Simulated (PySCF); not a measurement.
Species: C5H7NSSi.
SMILES with atom numbers: `[SiH3:1][S:2][c:3]1[cH:4][cH:5][n:6][cH:7][cH:8]1` (hydrogens: H9, H10, H11 on Si1; H12 on C4; H13 on C5; H14 on C7; H15 on C8)

Computed with TDDFT wB97X-D/def2-SVPD, vertical, gas phase, core orbitals frozen in the response (PySCF). The structure is a single GFN2-xTB conformer in the gas phase; no vibrational or solvent corrections. Torsions of this conformer, `[SiH3:1][S:2][c:3]1[cH:4][cH:5][n:6][cH:7][cH:8]1`: Si1–S2–C3–C4 -179°.

Broadening: Gaussians 0.25 eV wide at half height, area fixed by f = 4.319×10⁻⁹ ∫ε dν̃. The cross-section is σ = 3.8235×10⁻²¹ ε cm², given in Mb (10⁻¹⁸ cm²). The width is an assumption, not a result. The curve ends short of the highest state used, and states not computed would add to its high-energy end.

```csv
λ (nm),σ (Mb)
200.6,9.33
202.0,5.03
203.4,2.86
204.8,1.73
206.2,1.13
207.6,0.91
209.0,1.00
210.4,1.39
211.8,2.13
213.2,3.49
214.6,6.18
216.0,11.44
217.4,20.72
218.8,34.91
220.2,53.31
221.6,73.10
223.0,89.90
224.4,99.36
225.8,99.06
227.2,89.49
228.6,73.64
230.0,55.52
231.4,38.64
232.8,25.07
234.2,15.41
235.6,9.22
237.0,5.62
238.4,3.71
239.9,2.71
241.3,2.25
242.7,1.94
244.1,1.67
245.5,1.37
246.9,1.07
248.3,0.79
249.7,0.54
251.1,0.35
252.5,0.21
253.9,0.12
255.3,0.07
256.7,0.03
258.1,0.02
259.5,0.01
260.9,0.00
```

Question: Locate the maxima and give the states behind the curve.

Answer: 225 nm (5.51 eV), ε about 26000, made up of S4 (98%) (ε in L mol⁻¹ cm⁻¹; maxima over ε = 5, shares over 10%). At its high-energy end, 6.18 eV, the curve is still rising (ε about 2400, from S6 and S7). The states used: S1 5.13 eV (f 0.0042); S2 5.31 eV (f 0.0000); S3 5.37 eV (f 0.0083); S4 5.51 eV (f 0.240); S5 5.78 eV (f 0.0047); S6 6.16 eV (f 0.0052); S7 6.40 eV (f 0.145); S8 6.78 eV (f 0.365).

Question: What would ε be at 5.51 eV, the highest of these maxima, with half the width (0.125 eV)?

Answer: About 51800 L mol⁻¹ cm⁻¹ against 26300, a factor of about 1.97; a lone state at its own centre would give exactly 2.

Question: Coming from long wavelengths, where does ε first pass 100 L mol⁻¹ cm⁻¹?

Answer: At about 251 nm (4.94 eV), 0.18 eV below S1.

Question: On this curve, what absorbance would a 10⁻⁵ mol/L sample give at 248 nm over a 1 cm path?

Answer: 248 nm is 4.999 eV, where ε is about 220 L mol⁻¹ cm⁻¹, so A = ε c l ≈ 0.0022 (Beer–Lambert, with the gas-phase spectrum and the assumed width).
